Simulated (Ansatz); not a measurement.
`CC(C)[O][AlH2]`. The species carries charge 0 and has multiplicity 1. The structure was optimised at the PBE0-D4/def2-TZVP level. It is one conformer, not always the lowest.

```xyz
14

C    -0.788    0.706   -1.379
C    -0.056    0.695   -0.050
C    -0.913    0.120    1.062
O     1.155    0.001   -0.197
Al    1.977   -1.363    0.341
H    -0.144    1.106   -2.163
H    -1.081   -0.311   -1.658
H    -1.691    1.319   -1.322
H     0.198    1.732    0.209
H    -0.375    0.123    2.013
H    -1.199   -0.911    0.836
H    -1.826    0.707    1.187
H     3.398   -1.593   -0.306
H     1.346   -2.329    1.428
```

Q: What is the dipole moment at ωB97M-V/def2-TZVPP? (An estimate is asked.)

A: Computed: 1.19 D, with components (-1.08, 0.37, 0.35) D in this frame, pointing from negative to positive charge.

Q: And with PBE, r2SCAN, B3LYP? (Best estimate.)

A: Ansatz gave: PBE 1.21 D, r2SCAN 1.23 D, B3LYP 1.20 D.

Q: Give the Mulliken charges with ωB97M-V, B3LYP, PBE in def2-TZVPP. (Best estimate.)

A: Ansatz gave: 
| atom | ωB97M-V | B3LYP | PBE |
| --- | --- | --- | --- |
| C1 | -0.29 | -0.24 | -0.24 |
| C2 | 0.09 | 0.17 | 0.14 |
| C3 | -0.33 | -0.25 | -0.24 |
| O4 | -0.35 | -0.36 | -0.28 |
| Al5 | 0.40 | 0.45 | 0.35 |
| H6 | 0.11 | 0.09 | 0.09 |
| H7 | 0.09 | 0.06 | 0.07 |
| H8 | 0.09 | 0.07 | 0.07 |
| H9 | 0.08 | 0.05 | 0.05 |
| H10 | 0.11 | 0.09 | 0.08 |
| H11 | 0.11 | 0.08 | 0.08 |
| H12 | 0.10 | 0.08 | 0.07 |
| H13 | -0.10 | -0.14 | -0.11 |
| H14 | -0.12 | -0.14 | -0.12 |

B3LYP here is the variant with VWN-RPA as its local correlation; programs differ in this.
